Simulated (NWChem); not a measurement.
System: BeSiNH₅; SMILES [NH2][Be][SiH3]

Program: NWChem. Pople sets run with spherical d functions. Each level has its own optimisation; frequencies are unscaled. One conformer.

| level | r Be–N (Å) | r Be–Si (Å) | r H–N (Å) | r H–Si (Å) | highest harmonic frequency (cm⁻¹) | lowest (cm⁻¹) | zero-point energy (kcal/mol) |
|---|---|---|---|---|---|---|---|
| CAM-B3LYP/def2-SVP | 1.496 | 2.164 | 1.016 | 1.495 | 3665 | 157 | 32.4 |
| B3LYP/6-31G* | 1.501 | 2.181 | 1.014 | 1.496 | 3637 | 15 | 31.8 |
| Hartree-Fock/3-21G | 1.513 | 2.178 | 1.006 | 1.498 | 3761 | 21 | 33.6 |
| PBE-D3(BJ)/def2-SVP | 1.508 | 2.170 | 1.024 | 1.511 | 3575 | 14 | 30.8 |
